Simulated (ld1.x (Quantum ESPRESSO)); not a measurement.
**Transferability test, ultrasoft potential for W (Z = 74)**

- Element: W (Z = 74)
- Generator: ld1.x (Quantum ESPRESSO) 7.5
- Type: ultrasoft
- Functional: PBE
- Relativity: non-relativistic
- Frozen core: [Xe]
- Valence charge: 20
- Reference configuration: 4f14 5d4 6s2 6p0
- Partial waves: 6s (bound): rcut 2.50, rcutus 3.45 bohr; 6s channel at 1.2 Ry: rcut 2.50, rcutus 3.45 bohr; 6p (bound, empty): rcut 3.55, rcutus 3.85 bohr; 6p channel at 0.9 Ry: rcut 3.55, rcutus 3.85 bohr; 5d (bound): rcut 1.70, rcutus 1.80 bohr; 5d channel at -0.05 Ry: rcut 1.70, rcutus 1.80 bohr; 4f (bound): rcut 0.75, rcutus 0.90 bohr; 4f channel at -2.4 Ry: rcut 0.75, rcutus 0.90 bohr
- Local potential: all-electron potential smoothed inside 3.50 bohr (lloc = -1)
- Core correction: none
- Augmentation charge: PSQ, inside the norm-conserving radii

Energies are relative to the spin-unpolarised reference configuration 4f14 5d4 6s2 6p0; without spin polarisation the order of configurations can differ from experiment.

**Question.** Give the all-electron excitation energy and the error of the potential for: 4f14 5d4 6s1 6p0; 4f14 5d4 6s0 6p0; 4f14 5d3 6s0 6p0; 4f14 5d5 6s0 6p0; 4f14 5d4 6s0 6p1; 4f14 5d3 6s2 6p0; 4f14 5d4 6s1 6p1.

**Answer.**

```csv
valence configuration,charge,ΔE all-electron (eV),error AE − PS (meV)
4f14 5d4 6s1 6p0,+1,7.657,+12
4f14 5d4 6s0 6p0,+2,21.550,+113
4f14 5d3 6s0 6p0,+3,47.699,+121
4f14 5d5 6s0 6p0,+1,6.181,+37
4f14 5d4 6s0 6p1,+1,11.722,+44
4f14 5d3 6s2 6p0,+1,10.314,-11
4f14 5d4 6s1 6p1,0,3.349,+8.1
```
